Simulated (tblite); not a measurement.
C₃H₁₂OSi₂.
Bonds: C1–Si2, Si2–C3, Si2–C4, Si2–O5, O5–Si6. Hydrogens: H7, H8, H9 on C1; H10, H11, H12 on C3; H13, H14, H15 on C4; H16, H17, H18 on Si6.

Computed with GFN2-xTB (tblite), gas phase: Langevin dynamics at 300 K from the optimised GFN2-xTB geometry, time step 0.5 fs, friction 0.01 fs⁻¹, 2000 steps. Over the second half of the run the saved frames average 296 K.

The optimised geometry, where the run starts:
```
atom  x, y, z in Å
C1     -0.320   -1.477    1.467
Si2    -0.390   -0.068    0.189
C3     -1.388   -0.581   -1.348
C4     -1.091    1.531    0.946
O5      1.147    0.238   -0.269
Si6     2.572    0.486   -0.985
H7     -1.280   -1.620    1.954
H8      0.414   -1.267    2.240
H9     -0.043   -2.419    1.002
H10    -0.901   -1.395   -1.878
H11    -2.386   -0.914   -1.079
H12    -1.494    0.245   -2.045
H13    -1.130    2.329    0.211
H14    -2.098    1.380    1.322
H15    -0.479    1.879    1.773
H16     2.372    1.489   -2.032
H17     3.013   -0.791   -1.547
H18     3.472    0.961    0.065
```

t = 225 fs, T = 266 K, E(pot) 0.441 eV above the start
```
atom  x, y, z in Å  |  force x, y, z in eV/Å
C1     -0.125   -1.666    1.607   -0.552   0.222  -0.014
Si2    -0.398   -0.328    0.253    0.775  -0.357   0.119
C3     -1.670   -0.552   -1.146    0.891   0.049  -1.039
C4     -0.753    1.418    0.985   -0.059  -0.372  -0.134
O5      1.073   -0.280   -0.519    0.476   0.237   0.001
Si6     2.629    0.283   -0.683   -0.903  -1.469   0.206
H7      0.191   -2.632    1.217    0.226   0.299   0.040
H8     -1.009   -1.854    2.199   -0.464  -0.052  -0.112
H9      0.564   -1.270    2.338    0.528  -0.156  -0.127
H10    -2.622   -0.141   -0.902   -0.410   0.669   0.087
H11    -1.194   -0.043   -2.019   -0.696   0.026   0.620
H12    -1.912   -1.519   -1.555    0.318  -0.656   0.351
H13    -1.088    1.990    0.098    0.188   0.120   0.939
H14    -1.547    1.383    1.758    0.490   0.218  -0.620
H15     0.157    1.858    1.430   -0.635  -0.094  -0.351
H16     2.481    1.262   -1.712    0.109   0.566  -0.405
H17     3.575   -0.818   -1.114   -0.601   0.460   0.213
H18     2.934    0.694    0.667    0.318   0.292   0.224
```

t = 425 fs, T = 276 K, E(pot) 0.629 eV above the start
```
atom  x, y, z in Å  |  force x, y, z in eV/Å
C1      0.354   -1.780    1.646   -0.843   0.076   1.227
Si2     0.100   -0.472    0.385   -0.632   1.639  -1.480
C3     -1.029   -0.814   -1.159   -0.476  -0.515   0.262
C4     -0.322    1.284    0.999    1.182   0.785  -0.382
O5      1.646   -0.246   -0.124   -0.018   0.279  -0.087
Si6     3.074    0.100   -0.822   -0.113  -0.146   1.002
H7      0.425   -2.722    1.145    0.863  -0.499   0.145
H8     -0.480   -1.904    2.343    0.150   0.195  -0.044
H9      1.202   -1.365    2.199    0.057  -1.105  -0.002
H10    -1.884   -0.108   -1.304    0.809  -0.687   0.309
H11    -0.355   -0.700   -1.988    0.068   0.149  -0.520
H12    -1.412   -1.864   -1.239    0.201   0.990   0.285
H13    -0.224    1.973    0.133   -0.139  -0.421   0.499
H14    -1.274    1.461    1.436   -0.690  -0.122   0.264
H15     0.442    1.637    1.720   -0.410  -0.284  -0.301
H16     2.995    1.397   -1.505   -0.039  -0.237  -0.128
H17     3.125   -1.183   -1.500    0.573   0.056  -0.494
H18     4.120    0.254    0.271   -0.543  -0.151  -0.556
```

t = 475 fs, T = 306 K, E(pot) 0.598 eV above the start
```
atom  x, y, z in Å  |  force x, y, z in eV/Å
C1      0.150   -1.752    1.815    1.742   0.209   0.611
Si2     0.161   -0.436    0.470   -1.107   0.656   0.819
C3     -0.970   -0.840   -0.977    0.973  -0.029  -1.320
C4     -0.700    1.164    1.140    0.289   0.256  -1.784
O5      1.690   -0.367   -0.092    0.766   0.618  -0.591
Si6     3.004    0.169   -0.943   -0.343   0.086  -0.013
H7      0.648   -2.638    1.421    0.185   0.088   0.361
H8     -0.794   -2.062    2.134   -1.545  -0.265   0.176
H9      0.649   -1.396    2.756   -0.099  -0.430  -0.997
H10    -1.794   -0.199   -1.230   -0.093   0.480   0.269
H11    -0.271   -0.811   -1.834   -0.543  -0.093   0.012
H12    -1.371   -1.823   -0.957   -0.223  -0.864   0.148
H13    -0.535    1.885    0.318    0.211   0.075   0.446
H14    -1.791    1.140    1.158    0.327  -0.456   0.537
H15    -0.267    1.571    2.023   -0.023   0.182   0.553
H16     2.876    1.395   -1.786   -0.505  -0.511   0.041
H17     3.553   -0.964   -1.699   -0.316   0.067   0.076
H18     3.976    0.665   -0.008    0.302  -0.070   0.658
```

t = 550 fs, T = 274 K, E(pot) 0.615 eV above the start
```
atom  x, y, z in Å  |  force x, y, z in eV/Å
C1     -0.229   -1.552    1.987    1.979   0.454   0.186
Si2     0.112   -0.408    0.450   -1.118  -0.678   0.292
C3     -0.620   -1.208   -1.174    1.596  -0.368   0.608
C4     -0.360    1.401    0.806   -0.204   0.195  -0.163
O5      1.710   -0.193    0.217    0.313  -0.415   0.076
Si6     2.690    0.175   -1.005    0.167   0.418  -0.394
H7      0.552   -2.303    2.215   -0.620  -0.265  -1.061
H8     -1.212   -1.945    2.015   -0.532  -0.452  -0.105
H9     -0.056   -0.997    2.893   -0.560   0.906   0.305
H10    -1.639   -1.408   -1.354   -1.162   0.071   0.479
H11    -0.306   -0.553   -1.966    0.281   0.109  -0.484
H12    -0.116   -2.189   -1.303   -0.098   0.633  -0.036
H13    -0.122    2.065   -0.024    0.887  -0.052   0.173
H14    -1.409    1.593    0.837   -0.928  -0.316   0.651
H15     0.094    1.719    1.757   -0.148   0.097  -0.624
H16     2.051    1.283   -1.758    0.240  -0.261   0.101
H17     2.917   -1.004   -1.810   -0.165  -0.308  -0.312
H18     3.992    0.507   -0.463    0.073   0.229   0.307
```

t = 700 fs
```
atom  x, y, z in Å
C1     -0.100   -1.645    1.867
Si2     0.040   -0.446    0.368
C3     -0.844   -1.286   -1.159
C4     -0.905    1.207    0.660
O5      1.601   -0.139   -0.144
Si6     3.157   -0.056   -0.554
H7     -0.153   -2.719    1.593
H8     -0.990   -1.364    2.458
H9      0.781   -1.444    2.556
H10    -1.809   -1.653   -0.913
H11    -0.793   -0.674   -2.056
H12    -0.259   -2.210   -1.373
H13    -0.889    1.866   -0.234
H14    -1.873    1.044    1.124
H15    -0.224    1.746    1.399
H16     3.794    0.962    0.302
H17     3.231    0.202   -1.972
H18     3.612   -1.363   -0.300
```

Q: Estimate the potential energy and the forces of this last frame.

A: 0.475 eV above the start.

| atom | Fx (eV/Å) | Fy (eV/Å) | Fz (eV/Å) |
| --- | --- | --- | --- |
| C1 | 0.742 | 0.557 | 0.741 |
| Si2 | -0.379 | -0.244 | -1.303 |
| C3 | 1.965 | -0.642 | 0.430 |
| C4 | 2.087 | 0.613 | 0.640 |
| O5 | -1.267 | 0.010 | 0.575 |
| Si6 | -0.314 | 0.799 | 0.229 |
| H7 | 0.141 | 0.887 | 0.291 |
| H8 | 0.391 | -0.380 | -0.369 |
| H9 | -0.973 | -0.604 | -0.782 |
| H10 | -0.830 | 0.225 | -0.059 |
| H11 | -0.364 | -0.099 | 0.217 |
| H12 | -0.261 | 0.582 | -0.073 |
| H13 | -0.510 | -0.658 | 0.682 |
| H14 | 0.151 | 0.317 | -0.378 |
| H15 | -1.133 | -0.354 | -0.612 |
| H16 | -0.098 | -0.099 | -0.174 |
| H17 | -0.002 | 0.253 | -0.340 |
| H18 | 0.652 | -1.163 | 0.286 |

The bond farthest from its length at the start is Si6–H18 (1.407 against 1.462 Å), and half the difference of its two atoms' forces along it is +1.07 eV/Å (positive lengthens). The largest atomic force is 2.27 eV/Å.

The cost below is that of the whole dynamics run. On one thread of an Intel Xeon Platinum 8375C at 2.90 GHz, no GPU, shared host with 128 logical CPUs at a one-minute load of 66, this took 21 s and 0.18 GiB of memory at its peak.
